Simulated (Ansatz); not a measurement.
CH7Al2BOSi, relaxed with RKS PBE-D4/def2-SVP in Ansatz from a rough embedded geometry. The force threshold is 0.03 eV/Å; the program also tests the step.

Total charge 0; spin multiplicity 1. The bonds changed during the relaxation, so this is another structure than the one it started from.

Start:

```xyz
13

B     0.159    1.198    1.375
C    -0.070   -0.288    1.028
Si    1.531   -1.142    0.819
O     1.272   -1.490   -0.882
Al   -0.373   -0.532   -0.920
Al   -1.845    0.550   -2.602
H    -0.290    1.603    2.447
H     0.856    1.889    0.796
H    -0.818   -0.851    1.689
H     1.531   -2.461    1.516
H     2.677   -0.305    1.018
H    -3.048    1.483   -2.154
H    -1.581    0.348   -4.129
```

How much energy does the relaxation release, and in how many steps? (Best estimate.)

Computed: 99.39 kJ/mol, in 33 steps, 4 of them rejected.

Which bonds change most? (Estimate.)

Computed: B1–Al5 from 2.922 to 2.242 Å; C2–Al5 from 1.986 to 2.185 Å; O4–Al5 from 1.904 to 1.767 Å; B1–H8 from 1.139 to 1.276 Å.

Give the relaxed structure. (Best estimate.)

Ansatz gave: 
```xyz
13

B    -0.226    0.998    1.378
C     0.092   -0.453    1.444
Si    1.683   -1.222    0.726
O     1.540   -0.636   -0.862
Al   -0.057    0.094   -0.666
Al   -1.749    0.695   -2.519
H    -1.100    1.621    1.946
H     0.344    1.673    0.458
H    -0.524   -1.075    2.120
H     1.636   -2.724    0.792
H     2.947   -0.745    1.388
H    -2.005    2.225   -2.931
H    -2.582   -0.452   -3.274
```
